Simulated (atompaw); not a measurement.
An all-electron radial function and its pseudo partner (Tc)

Columns: radius, all-electron u(r) and pseudo u(r) of the 5p shell (level -1.60 eV) of technetium in the configuration [Kr] 4d5 5s1.75 5p0.25; PBE, scalar-relativistic, PAW (atompaw) scheme, atompaw 4.2.0.5.

```
r (bohr)  all-electron  pseudo
   0.113       -0.0542  0.0011
   0.227        0.0868  0.0045
   0.340        0.1103  0.0100
   0.454        0.0341  0.0177
   0.567       -0.0637  0.0276
   0.681       -0.1418  0.0396
   0.794       -0.1854  0.0534
   0.908       -0.1961  0.0694
   1.021       -0.1802  0.0869
   1.135       -0.1450  0.1063
   1.248       -0.0983  0.1271
   1.362       -0.0447  0.1493
   1.475        0.0107  0.1725
   1.588        0.0659  0.1966
   1.702        0.1193  0.2215
   1.815        0.1691  0.2466
   1.929        0.2155  0.2721
   2.042        0.2574  0.2972
   2.156        0.2955  0.3221
   2.269        0.3292  0.3459
   2.383        0.3593  0.3689
   2.496        0.3854  0.3903
   2.610        0.4082  0.4103
   2.723        0.4276  0.4282
   2.837        0.4440  0.4441
   2.950        0.4576  0.4576
```

How many radial nodes do the two functions have?

The all-electron 5p function has n − l − 1 = 3; the pseudo-wave has 0, since the states of the same l below it are removed with the core.

Is the pseudo-wave norm-conserving?

No, it belongs to a PAW set: the norm inside the radius is not constrained, and the difference is carried by the augmentation charge.
